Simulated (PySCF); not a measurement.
**Computed properties of trichloro(fluoro)methane (CCl₃F), SMILES FC(Cl)(Cl)Cl**

trichloro(fluoro)methane (CCl3F), SMILES FC(Cl)(Cl)Cl. Geometry optimised at B3LYP-D3(BJ)/def2-SVP. Other conformers were not sampled. All values are computed for the isolated molecule unless a solvent is named; none is compared with measurement here.

**Structure.** The optimised structure has C3v symmetry. All 9 harmonic modes at B3LYP-D3(BJ)/def2-SVP (PySCF) are real, so it is a minimum. With heavy atoms numbered as in [F:1][C:2]([Cl:3])([Cl:4])[Cl:5], the shortest bond between them is F1–C2 at 1.333 Å and the longest C2–Cl4 at 1.783 Å.

**Vibrations.** The strongest infrared lines (harmonic, unscaled, degenerate partners summed) lie at 824 cm⁻¹ (555 km/mol, C 89 %, Cl 8 %), 1143 cm⁻¹ (222 km/mol, C 66 %, F 34 %), 529 cm⁻¹ (4 km/mol, Cl 52 %, F 33 %, C 16 %). The softest mode is at 241 cm⁻¹ and the zero-point energy is 7.1 kcal/mol.

**Electronic structure.** M06-2X/def2-TZVP (PySCF) places the frontier levels at -10.57 and -0.36 eV, a gap of 10.21 eV, and gives a dipole moment of 0.38 D and a mean polarisability of 49.0 bohr³. PBE/def2-TZVP (PySCF) at the same geometry gives -7.67 and -2.47 eV, so its gap is 5.01 eV narrower. An orbital gap is neither the optical nor the fundamental gap.

**Excitations.** TDDFT-CAM-B3LYP/def2-SVPD (PySCF) has S1 at 6.32 eV (196 nm, f = 0.000, dark); the most intense of the 10 singlets computed lies at 6.72 eV (f = 0.02). Strengths of degenerate partners are summed. T1 (TDA) is at 5.67 eV. TDDFT-PBE/def2-SVPD (PySCF) puts S1 at 5.40 eV. No vertical singlet excitation falls in the visible range (under 3.1 eV).

**NMR.** GIAO shifts at B3LYP/pcSseg-1 (PySCF) (non-relativistic, atoms alike by connectivity averaged): ¹³C at 155.5 ppm against TMS; ¹⁹F at -1.8 ppm against CFCl3. Without spin–orbit terms, shifts of atoms bonded to Cl or Br come out too high.

**Solvation.** SMD-ωB97X/6-31G* (PySCF) gives 1.7 kcal/mol in water, -2.8 kcal/mol in diethylether, -2.3 kcal/mol in 1-octanol (1 M in both phases, gas-phase geometry); of these solvents diethylether holds the molecule best.
